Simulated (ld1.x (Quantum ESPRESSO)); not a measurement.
## LDA (PZ) TM dataset for copper, scalar-relativistic all-electron reference.

Cu, norm-conserving Troullier–Martins (Kleinman–Bylander form), made with ld1.x (Quantum ESPRESSO) 7.5 (LDA (PZ), scalar-relativistic). Core [Ar], reference 3d10 4s1 4p0. Waves: 4s (bound): rc 2.30 bohr; 4p (bound, empty): rc 2.75 bohr; 3d (bound): rc 1.25 bohr. Local part: all-electron potential smoothed inside 2.20 bohr (lloc = -2). Core correction: Bessel-smoothed model core inside 1.30 bohr.

All-electron outer shells of the reference configuration (LDA (PZ), scalar-relativistic, ld1.x):

```json
{"shell": "3s", "level (eV)": "-114.15", "outermost node (bohr)": "0.29", "outermost maximum (bohr)": "0.61"}
{"shell": "3p", "level (eV)": "-72.03", "outermost node (bohr)": "0.26", "outermost maximum (bohr)": "0.62"}
{"shell": "3d", "level (eV)": "-5.32", "outermost node (bohr)": "–", "outermost maximum (bohr)": "0.60"}
{"shell": "4s", "level (eV)": "-4.87", "outermost node (bohr)": "0.89", "outermost maximum (bohr)": "2.24"}
{"shell": "4p", "level (eV)": "-0.79", "outermost node (bohr)": "0.98", "outermost maximum (bohr)": "3.52"}
```

(1) Estimate the cutoffs (Ry, on a coarse ladder) from which the occupation-weighted sum of valence levels, in a spherical-Bessel basis at the reference potential, stays within 10 and 1 mRy of its value at 400 Ry.

(2) What does a ghost test show?

(3) Which valence shell sets the plane-wave cutoff?

## Answers

(1) 160 Ry and 300 Ry.

(2) No extra level below or beside the all-electron valence levels (s, p, d, f tested).

(3) 3d: its level needs 160 Ry to come within 1 mRy, against 21 Ry for 4s.

Its largest configuration-test error is -1088 meV (3d8 4s0 4p0), which is poor. 2 of 9 tests not solved or not reliable.
